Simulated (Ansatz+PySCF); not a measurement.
A calculation with PySCF 2.14.0.

```python
from pyscf import gto, scf

mol = gto.M(atom="""
Na 0.000000 0.000000 -2.434140
I 0.000000 0.000000 0.505200
""", basis='def2-svp', ecp={'I': 'def2-svp'}, charge=0, spin=0)
mf = scf.RHF(mol)
mf.init_guess = 'minao'
mf.kernel()
while True:  # follow internal instabilities
    mo, _, stable, _ = mf.stability(return_status=True)
    if stable: break
    mf.kernel(mf.make_rdm1(mo, mf.mo_occ))
print(mf.converged, mf.e_tot, mf.spin_square()[0])
```

The script is written out from the run's settings. The basis set brings a core potential for I, so the total leaves out those core electrons.

Output:

- Converged: yes
- Total energy: -458.52961 hartree
- Spin squared of the determinant: 0.000
